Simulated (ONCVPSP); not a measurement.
Sn (Z = 50): one change to an ONCV potential, before and after

```
Element                 : Sn
Generator               : ONCVPSP 4.0.1
Type                    : optimised norm-conserving Vanderbilt (ONCV)
Functional              : LDA (Perdew-Zunger)
Relativity              : scalar-relativistic
Frozen core             : [Ar] 3d10
Valence charge          : 22
Reference configuration : 4s2 4p6 4d10 5s1.75 5p2.25
Partial waves           : 4s+5s: rc 1.55 bohr, ncon 4, nbas 8, qcut 9.3 1/bohr, 2 projectors; 4p+5p: rc 1.40 bohr, ncon 4, nbas 9, qcut 12.3 1/bohr, 2 projectors; 4d: rc 1.05 bohr, ncon 3, nbas 7, qcut 10.9 1/bohr, 2 projectors, debl 0.7 Ha
Local potential         : polynomial inside 0.80 bohr (lpopt 3, dvloc0 0 Ha)
Core correction         : none
```

In the d channel the program set the typed energies aside and used -0.966, 0.250 Ha.

All-electron outer shells of the reference configuration (LDA (Perdew-Zunger), scalar-relativistic, ld1.x):

```csv
shell,level (eV),outermost node (bohr),outermost maximum (bohr)
3p,-698.78,0.14,0.30
3d,-474.09,–,0.25
4s,-134.04,0.40,0.74
4p,-89.95,0.41,0.79
4d,-26.27,0.39,0.88
5s,-11.04,0.98,1.99
5p,-4.03,1.09,2.52
```

Change: all radii scaled by about 1.23 (s 1.90, p 1.72, d 1.28 bohr); local potential polynomial inside 0.98 bohr (lpopt 3, dvloc0 0 Ha).

Cutoffs: the cutoffs (Ha) at which the residual kinetic energy of the hardest occupied pseudo-wave falls to 1 and 0.1 mHa per electron; they do not see the model core or the augmentation charge, which bear on the density cutoff. Errors are all-electron minus pseudo energies relative to the spin-unpolarised reference configuration.

Predict the effect on cutoff, ghosts and configuration errors.

The potential gets neither clearly harder nor softer (45 Ha and 53 Ha → 42 Ha and 49 Ha); the d channel sets the loose cutoff, while the largest relative change is in s, which becomes softer; of the 4 tests that both files solve, the error grows in 1 and shrinks in 0 by more than 15 % and 0.3 meV (median size 1.2 → 2.7 meV); neither file shows a bound ghost.

```csv
quantity,base,changed
"cutoff, loose",45 Ha,42 Ha
"cutoff, tight",53 Ha,49 Ha
loose cutoff by channel,"s 26 Ha, p 37 Ha, d 45 Ha","s 20 Ha, p 38 Ha, d 42 Ha"
bound ghosts,none,none
GHOST(+) flags under 300 eV,s at 173.7 eV,none
"error for 4s2 4p6 4d10 5s2 5p2, meV [ΔE -1.74 eV]",+0.2,+0.1
"error for 4s2 4p6 4d10 5s2 5p1, meV [ΔE 5.35 eV]",-1.2,-1.4
"error for 4s2 4p6 4d10 5s2 5p0, meV [ΔE 19.62 eV]",-4.1,-4.5
"error for 4s2 4p6 4d9 5s2 5p3, meV [ΔE 22.60 eV]",+1.3,+4.0
```
